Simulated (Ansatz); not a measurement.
C₂H₇Ga, SMILES `C[CH2][GaH2]`, 10 atoms. The species carries charge 0 and has multiplicity 1. Correlated methods include outer-core shells of Ga, which these sets cover unevenly. Scalar relativity is left out up to krypton. All runs use 4 threads of an Intel Xeon Platinum 8488C on a shared host. Correlated methods freeze the cores.

Question: How many basis functions does each run have, and how long does it take in Ansatz? RKS PBE0-D4/def2-QZVPP energy; RKS PBE0-D4/def2-SVP energy; RHF-CCSD(T)/def2-TZVPP energy; RKS ωB97M-V/def2-QZVPP energy; RKS r2SCANh-D4/def2-TZVPP energy; RKS SPW92 (LDA)/def2-TZVPP energy; RKS PBE0-D4/def2-TZVP frequencies; RHF-MP2/def2-QZVPP energy; RHF-CCSD(T)/def2-SVP energy; RKS B2PLYP (frozen core)/def2-TZVPP energy; direct RPA on PBE orbitals/def2-TZVPP energy; RKS ωB97M-V/def2-SVP energy. (Estimate.)

Answer: The calculation gave: Other jobs shared the machine, so times are rough.

```
                                level          job  functions  wall time  peak host memory (GiB)
                 RKS PBE0-D4/def2-SVP       energy         95     0.65 s                    0.39
           RKS SPW92 (LDA)/def2-TZVPP       energy        208     0.65 s                    0.24
                 RKS ωB97M-V/def2-SVP       energy         95      1.8 s                    0.39
                 RHF-CCSD(T)/def2-SVP       energy         95      1.9 s                    0.39
            RKS r2SCANh-D4/def2-TZVPP       energy        208        2 s                    0.47
direct RPA on PBE orbitals/def2-TZVPP       energy        208      2.1 s                    0.46
  RKS B2PLYP (frozen core)/def2-TZVPP       energy        208      2.4 s                    0.47
               RKS PBE0-D4/def2-QZVPP       energy        413      3.8 s                     1.2
               RKS ωB97M-V/def2-QZVPP       energy        413        8 s                     1.5
                   RHF-MP2/def2-QZVPP       energy        413      9.5 s                     2.1
               RHF-CCSD(T)/def2-TZVPP       energy        208       29 s                     2.8
                RKS PBE0-D4/def2-TZVP  frequencies        152       54 s                    0.39
```
